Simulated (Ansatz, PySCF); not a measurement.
This Ansatz (a quantum-chemistry and plane-wave program) input computes a r2SCAN/def2-TZVPD energy:

Ansatz 0.2 input:
```yaml
crystal:
  periodic: [false, false, false]
  atoms:
    - {symbol: Te, position_ang: [-0.00000000, -0.00000000, -0.03140517]}
    - {symbol: H, position_ang: [0.00000000, 0.00000000, 1.63306904]}
basis:
  gaussian:
    orbitals: def2-TZVPD
hamiltonian:
  xc: {name: r2SCAN}
magnetization: {spin_polarized: true, initial_magnetization: 1}
output: {forces: true}
```

Write an input for the same energy in PySCF and say what it gives.


```python
from pyscf import gto, scf, dft

mol = gto.M(
    atom='''
    Te   -0.00000000   -0.00000000   -0.03140517
    H     0.00000000    0.00000000    1.63306904
    ''',
    basis='def2-tzvpd',
    ecp='def2-tzvp',
    charge=0,
    spin=1,
    symmetry='C2v',
    verbose=4,
)

mf = dft.UKS(mol, xc='r2scan').density_fit(auxbasis='def2-universal-jkfit')
mf.grids.level = 4
mf.conv_tol = 1e-9
mf.max_cycle = 100
mf.max_memory = 1500
mf.kernel()
if not mf.converged:
    mf = mf.newton()
    mf.kernel(mf.make_rdm1())
mf.analyze()
```
It gives -268.69734 Eh, and Ansatz -268.69729 Eh, a difference of 0.05 mEh, from the treatment of integrals and grids.
